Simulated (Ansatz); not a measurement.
FH2SbSe, SMILES `[F][SbH][SeH]`, relaxed with RKS PBE0-D4/def2-TZVP in the Gaussian-basis code of Ansatz from a PBE-D4/def2-SVP geometry. The force threshold is 0.005 eV/Å; the program also tests the step.

Charge 0, multiplicity 1. Sb takes the def2 core potential.

Start:

```xyz
5

F     1.304    1.542   -0.587
Sb    0.249    0.812    0.909
Se   -1.741   -0.268   -0.348
H     1.121   -0.700    0.926
H    -0.934   -1.386   -0.900
```

How much energy does the relaxation release, and in how many steps? (Estimate.)

The calculation gave: 5.01 kJ/mol, in 9 steps, 3 of them rejected.

Which bonds change most? (Estimate.)

Ansatz gave: Sb2–Se3 from 2.590 to 2.540 Å; F1–Sb2 from 1.971 to 1.922 Å; Sb2–H4 from 1.745 to 1.715 Å; Se3–H5 from 1.485 to 1.468 Å.

Give the relaxed structure. (An estimate is asked.)

Computed: 
```xyz
5

F     1.246    1.463   -0.589
Sb    0.241    0.796    0.908
Se   -1.710   -0.252   -0.337
H     1.128   -0.671    0.932
H    -0.905   -1.336   -0.914
```
